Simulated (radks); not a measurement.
The table gives one normalised radial function P(r) = r R(r) of Ge4+ in [Ar] 3d10 (r in bohr). Calculated with a radial shooting solver on a logarithmic mesh with Libxc functionals: scalar-relativistic Kohn-Sham, LB94 model potential, spin-polarised, spherical densities, finite nucleus; Fermi nuclear charge, rms radius 4.0742 fm.

r              P
0.002842   0.0034
0.003179   0.0042
0.003585   0.0052
0.004042   0.0065
0.004557   0.0081
0.005097   0.0099
0.005747   0.0124
0.006479   0.0154
0.007306   0.0192
0.008171   0.0235
0.009213   0.0292
0.01039    0.0361
0.01171    0.0447
0.0131     0.0544
0.01477    0.0670
0.01665    0.0822
0.01878    0.1005
0.021      0.1208
0.02368    0.1465
0.0267     0.1767
0.0301     0.2119
0.03367    0.2494
0.03796    0.2948
0.0428     0.3454
0.04826    0.4005
0.05398    0.4550
0.06086    0.5150
0.06862    0.5740
0.07737    0.6283
0.08654    0.6707
0.09758    0.7021
0.11       0.7126
0.124      0.6956
0.1387     0.6491
0.1564     0.5612
0.1764     0.4305
0.1989     0.2566
0.2224     0.0589
0.2508    -0.1825
0.2828    -0.4408
0.3188    -0.6978
0.3566    -0.9187
0.4021    -1.1163
0.4533    -1.2571
0.5111    -1.3296
0.5717    -1.3325
0.6446    -1.2701
0.7268    -1.1510
0.8195    -0.9919
0.9166    -0.8240
1.033     -0.6411
1.165     -0.4706
1.314     -0.3241
1.469     -0.2149
1.657     -0.1283
1.868     -0.0702
2.106     -0.0348
2.356     -0.0164
2.656     -0.0065

Which n and l does it have? It may be an empty orbital.

Answer. n = 3, l = 1: the number of nodes gives n - l - 1 = 1, the rise at small r (about r^(l+1)) gives l, and the extent must fit the shell. The curve is that of 3p. 3p: eigenvalue -176.61 eV, 1 radial node at r = 0.229 bohr, <r> = 0.647 bohr, 90 % of the charge inside 0.996 bohr.
